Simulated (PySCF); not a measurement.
Computed XPS line lists of a few unrelated compounds.

Level of theory: delta-SCF UKS SCAN, pcX-2 on the ionised atom, pcseg-1 elsewhere, spin-free X2C (PySCF 2.14.0). Geometries: PBE0-D3(BJ)/def2-SVP; isolated species, one conformer each.

Line lists (1s up to Mg, 2p3/2 beyond, nothing for Ga or Ge; areas count atoms within a level, one atom standing for each set equivalent by bonding):
1. C 1s: 290.40 (area 3), 291.23 (area 1) eV; N 1s: 405.12 (area 1), 405.43 (area 1) eV
2. F 1s: 692.09 eV
3. C 1s: 290.34 eV; O 1s: 537.53 eV; Si 2p3/2: 107.17 eV
4. C 1s: 291.02 (area 2), 291.12 (area 1), 291.60 (area 1), 291.84 (area 2) eV; N 1s: 405.60 eV; Si 2p3/2: 107.22 eV

Structures:
A. `C1C[SiH2]O[SiH2]1`
B. `CC(C)(C)NN`
C. `[F][GeH2][F]`
D. `[SiH3]Cc1cc[n+]([GaH3-])cc1`

Question: Which list belongs to which compound?

Answer: 
- 1 = B: no other candidate has this set of levels. C 1s: 290.40 methyl carbon (×3), 291.23 sp3 carbon bound to nitrogen; N 1s: 405.12 hydrazine nitrogen, 405.43 hydrazine nitrogen.
- 2 = C: no other candidate has this set of levels. F 1s: 692.09 fluorine bonded to Ge (×2).
- 3 = A: no other candidate has this set of levels. C 1s: 290.34 sp3 carbon bound to silicon (×2); O 1s: 537.53 siloxane oxygen; Si 2p3/2: 107.17 oxygen-bound silicon (×2).
- 4 = D: no other candidate has this set of levels. C 1s: 291.02 aromatic CH carbon (×2), 291.12 sp3 carbon bound to silicon, 291.60 substituted aromatic carbon, 291.84 aromatic CH next to a ring nitrogen (×2); N 1s: 405.60 nitrogen bonded to 2 C and Ga; Si 2p3/2: 107.22 SiH3 silicon.

Spin–orbit coupling isn't in the SCF: each 2p doublet comes from a relaxed spin-free hole plus a matrix of the shell (mean-field spin–orbit coupling and the ground-state 2p splitting), with 2p3/2 averaged over its two sublevels. 1 of these hole states is spin-contaminated (⟨S²⟩ 0.88, against 0.75; counted from 0.85) and less certain.
